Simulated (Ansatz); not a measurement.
H5AlBSi, SMILES `[AlH2][B-][SiH3]` (lower triplet) (charge -1, multiplicity 3). This triplet lies 0.10 eV below the relaxed singlet at the level frozen-core CCSD(T)/aug-cc-pVDZ // PBE0-D3(BJ)/def2-TZVPD (Ansatz, a first-principles code).

Calculation: B3LYP/aug-cc-pVTZ // PBE0-D3(BJ)/def2-TZVPD in Ansatz.

Ansatz 0.2 input:
```yaml
crystal:
  periodic: [false, false, false]
  atoms:
    - { symbol: Al, position_ang: [2.029953, 0.279539, 0.891561] }
    - { symbol: B, position_ang: [0.209278, 0.024257, 0.095567] }
    - { symbol: Si, position_ang: [-1.553688, -0.21621, -0.691285] }
    - { symbol: H, position_ang: [3.099358, -0.901655, 1.227986] }
    - { symbol: H, position_ang: [2.693651, 1.704496, 1.317003] }
    - { symbol: H, position_ang: [-2.670598, -0.334627, 0.317491] }
    - { symbol: H, position_ang: [-2.046469, 0.885267, -1.603365] }
    - { symbol: H, position_ang: [-1.761486, -1.441066, -1.55496] }
basis:
  gaussian: { orbitals: aug-cc-pVTZ }
hamiltonian:
  xc: b3lyp
total_charge: -1
magnetization:
  spin_polarized: true
  initial_magnetization: 2
```

Output:

```
Functional definition: B3LYP
1256 factors; their error is unknown
mean field evaluation 1: about -15230.8376 eV, gradient 1.6e1 eV
mean field evaluation 2: about -15229.9820 eV, gradient 1.7e1 eV
mean field evaluation 4: about -15232.7449 eV, gradient 5.0e-1 eV
mean field evaluation 8: about -15232.7910 eV, gradient 1.3e-1 eV
mean field evaluation 16: about -15232.7910 eV, gradient 7.0e-5 eV
mean field -15232.79103909 eV, -559.7947455300 hartree, gradient 7.0e-5 eV, S^2 2.005453; 0 other end points of the search recorded, 0 dependent functions left out
reference -15232.79140990 eV, -559.7947591570 hartree; 20, 18 occupied and 241, 243 virtual orbitals, 1256 factors
Total energy: -15232.79140990 eV, -559.7947591570 hartree
```
